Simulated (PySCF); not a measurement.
C₄H₆BF, SMILES C#CB(F)CC.

Coordinates come from a PBE0-D3(BJ)/def2-SVP optimisation. The structure was generated by enumeration, and PubChem lists no compound with its InChIKey, so it may never have been made. Other conformers were not sampled.

Two levels are set side by side: PBE/def2-TZVP (PySCF) and B3LYP/def2-TZVP (PySCF). Same geometry, gas phase. Differences are taken from unrounded values.

```json
[
 {"quantity": "orbital gap (eV)", "B3LYP": "6.40", "PBE": "4.66", "PBE minus B3LYP": "-1.74"},
 {"quantity": "highest occupied level (eV)", "B3LYP": "-8.10", "PBE": "-7.09", "PBE minus B3LYP": "1.01"},
 {"quantity": "lowest empty level (eV)", "B3LYP": "-1.70", "PBE": "-2.43", "PBE minus B3LYP": "-0.73"},
 {"quantity": "dipole moment (D)", "B3LYP": "1.54", "PBE": "1.43", "PBE minus B3LYP": "-0.10"},
 {"quantity": "mean polarisability (bohr³)", "B3LYP": "58.7", "PBE": "60.4", "PBE minus B3LYP": "1.8"}
]
```

Without exact exchange PBE keeps part of each electron's self-repulsion, which lifts occupied levels and narrows the gap. Differences between two approximate levels are no errors against the true value.

Rough cost on one machine, each run with all the roots and properties that it gave: B3LYP against PBE within a factor of 2.
